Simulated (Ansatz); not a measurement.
Cs8Cl8⁻ (started as a model of: 2x2x4 CsCl rock-salt block): single points at one geometry.

```yaml
crystal:
  periodic: [false, false, false]
  atoms:
    - {symbol: Cs, position_ang: [-1.687126, -1.680181, -5.058567]}
    - {symbol: Cl, position_ang: [-1.687233, -1.681885, -1.709725]}
    - {symbol: Cs, position_ang: [-1.744836, -1.741136, 1.689269]}
    - {symbol: Cl, position_ang: [-1.621192, -1.620192, 5.042927]}
    - {symbol: Cl, position_ang: [-1.623529, 1.624158, -5.040938]}
    - {symbol: Cs, position_ang: [-1.742615, 1.745622, -1.687080]}
    - {symbol: Cl, position_ang: [-1.680848, 1.686280, 1.711891]}
    - {symbol: Cs, position_ang: [-1.676413, 1.684330, 5.060733]}
    - {symbol: Cl, position_ang: [1.617420, -1.624812, -5.042732]}
    - {symbol: Cs, position_ang: [1.740178, -1.745926, -1.689027]}
    - {symbol: Cl, position_ang: [1.682761, -1.685726, 1.709829]}
    - {symbol: Cs, position_ang: [1.683134, -1.683874, 5.058582]}
    - {symbol: Cs, position_ang: [1.680950, 1.679516, -5.060735]}
    - {symbol: Cl, position_ang: [1.684674, 1.681538, -1.711968]}
    - {symbol: Cs, position_ang: [1.746805, 1.741645, 1.686848]}
    - {symbol: Cl, position_ang: [1.627889, 1.620654, 5.040693]}
basis:
  gaussian: {orbitals: def2-SVP, initial_orbitals: start.molden}
total_charge: -1
magnetization: {spin_polarized: true, initial_magnetization: 1}
hamiltonian: {xc: pbe, dispersion: d4}
scf: {omitted_lower_state_checks: [starts]}
output: {orbitals: {seedname: orbitals}}
```

The file start.molden holds the orbitals of an earlier run on this structure, at another level or in another basis.

```sh
$ ansatz run in.yaml --threads 4 --pin off --events-out ev --progress --plain --max-ram 6963MiB
```

It prints (some lines left out):

```
Functional definition: PBE
3592 factors; their error is unknown
mean field evaluation 1: about -104526.9227 eV, gradient 5.2e-2 eV
mean field evaluation 2: about -104526.8022 eV, gradient 3.4e-5 eV
mean field evaluation 4: about -104526.8022 eV, gradient 9.7e-6 eV
mean field evaluation 8: about -104526.8022 eV, gradient 3.9e-6 eV
mean field -104526.80224864 eV, -3841.2891318263 hartree, gradient 3.9e-6 eV, S^2 0.750107; 0 other end points of the search recorded, 0 dependent functions left out
reference -104526.80232083 eV, -3841.2891344792 hartree; 105, 104 occupied and 231, 232 virtual orbitals, 3592 factors
Total energy: -104527.70990143 eV, -3841.3224874510 hartree
Checks for a lower state left out: starts
```

Hardware: 4 threads of Arm Neoverse V1 on a shared host. Wall time 50 s, peak host memory 1.6 GiB.

Geometry: PBE-D4/def2-SVP.

In the def2 sets Cs takes a core potential; there is no spin–orbit coupling. The highest occupied level of the relaxed charge -1 doublet lies above zero (up to 0.44 eV). By energy differences its removal costs 0.30 eV (each at its own geometry, to the charge 0 singlet, at PBE-D4/def2-SVP); self-interaction error and the lack of diffuse functions both raise the level. The gap within one spin of the relaxed charge -1 doublet nearly closes, so an electron or hole may be smeared out by delocalisation error.
